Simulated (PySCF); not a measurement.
C4H3F3N2S.
Atom-mapped SMILES: `[F:1][C:2]([F:3])([F:4])[CH2:5][c:6]1[n:7][cH:8][s:9][n:10]1`

Definitions: NICS(0) = −σiso at the ring centroid; NICS(1) = −σiso and NICS(1)zz = −σzz at ±1 Å along the ring normal z. Level: GIAO PBE0/pcSseg-1 (PySCF, non-relativistic, gas phase) on the GFN2-xTB geometry, one conformer.

Ring bond lengths (Å), with Mayer bond orders in brackets: C6–N7 1.350 (1.30), N7–C8 1.290 (1.64), C8–S9 1.730 (1.20), S9–N10 1.624 (1.20), N10–C6 1.308 (1.58).

Give the NICS values of each ring in ppm.

```
           ring                                                       type  NICS(0)  NICS(1), two faces  NICS(1)zz, two faces  rms pucker (Å)  centre to ring atoms, mean (Å)
C6–N7–C8–S9–N10  5-membered ring with 2 N and S; formal bonds all aromatic    -14.0       -13.1 / -13.0         -33.1 / -31.9            0.00                            1.24
```

What can be read from them?

- C6–N7–C8–S9–N10: mean NICS(1)zz -32.5 ppm, shielded. For a flat ring without four-coordinate atoms the NICS criterion counts such a value as aromatic.

What is the mean of the two in-plane components of NICS at the first NICS(1) probe listed for ring C6–N7–C8–S9–N10, 1 Å off the ring?

The isotropic value is a third of the trace: (3 × -13.1 − (-33.1))/2 = -3.1 ppm.

List the ring angles and the Hirshfeld charges of the ring atoms.

- C6–N7–C8–S9–N10: C6 117.8° (+0.092 e), N7 109.4° (-0.174 e), C8 112.0° (+0.006 e), S9 90.8° (+0.190 e), N10 110.0° (-0.198 e); sum 540.0° against 540° for a flat convex ring.

How shielded are the nuclei of the rings and their hydrogens (means over atoms taken as equivalent)?

```json
{"atoms": "C6", "environment": "substituted aromatic carbon", "σ isotropic (ppm)": "16.5", "principal values of the symmetric part, first atom (ppm)": "-52.0, 23.5, 77.9"}
{"atoms": "N7", "environment": "pyridine-type nitrogen", "σ isotropic (ppm)": "-78.8", "principal values of the symmetric part, first atom (ppm)": "-336.0, -118.5, 218.0"}
{"atoms": "C8", "environment": "aromatic CH next to a ring nitrogen", "σ isotropic (ppm)": "6.2", "principal values of the symmetric part, first atom (ppm)": "-93.3, 4.0, 107.9"}
{"atoms": "S9", "environment": "ring sulfur", "σ isotropic (ppm)": "57.4", "principal values of the symmetric part, first atom (ppm)": "-166.4, 135.0, 203.6"}
{"atoms": "N10", "environment": "pyridine-type nitrogen", "σ isotropic (ppm)": "-52.9", "principal values of the symmetric part, first atom (ppm)": "-269.5, -102.7, 213.6"}
{"atoms": "H on C8", "environment": "aromatic hydrogen", "σ isotropic (ppm)": "22.22", "principal values of the symmetric part, first atom (ppm)": "19.8, 20.6, 26.2"}
```

The run took 35 s on an Arm Neoverse V1 with one thread, no GPU, on a shared host, and the process peaked at 0.93 GiB of memory. This is the whole shielding run at PBE0/pcSseg-1, SCF included.

Conformer computed: `[F:1][C:2]([F:3])([F:4])[CH2:5][c:6]1[n:7][cH:8][s:9][n:10]1`: F1–C2–C5–C6 58°, C2–C5–C6–N7 -88°.
